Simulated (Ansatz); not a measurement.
The same atomization along the group C, Si, Sn.

Gas-phase electronic energies from Ansatz, PBE0-D4/def2-TZVP geometries. CCSD(T)/CBS adds triple-zeta CCSD(T) − MP2 to the extrapolated MP2 energy (def2 sets, frozen cores). Small cases extrapolate CCSD(T) itself. Functionals use def2-TZVPP. B3LYP here is the variant with VWN-RPA as its local correlation; programs differ in this. No spin–orbit coupling; open shells (•) take unrestricted orbitals. Spin–orbit coupling would lower the free atoms: a little for B, C, Si; strongly for Sn. Elements past krypton have def2 core potentials. Bonds to Sn are less sure, by a few kJ/mol each and by 10 to 20 or more in all where they break to atoms, as the def2 sets lack core-valence functions.

```csv
reaction,CCSD(T)/CBS(def2) (kJ/mol)
`B1CN1` → B• + 4 H• + N• + C•,2598
`B1N[SiH2]1` → B• + 4 H• + N• + Si•,?
`[BH]1[NH][SnH2]1` → B• + 4 H• + N• + Sn•,2091
```

**Question.** Fill in the missing values. (An estimate is asked.)

**Answer.** The calculation gave: `B1N[SiH2]1` → B• + 4 H• + N• + Si•: +2340.9 kJ/mol.

Largest T1 diagnostic: 0.016, for `[BH]1[NH][SnH2]1`.

Extrapolated directly: `B1CN1` → B• + 4 H• + N• + C•.

For atomizations the MP2-based limit and the directly extrapolated one differ by several kJ/mol either way, and by 10 to 25 for some Ge, Se and Sn compounds, so smaller differences from it don't rank the levels.
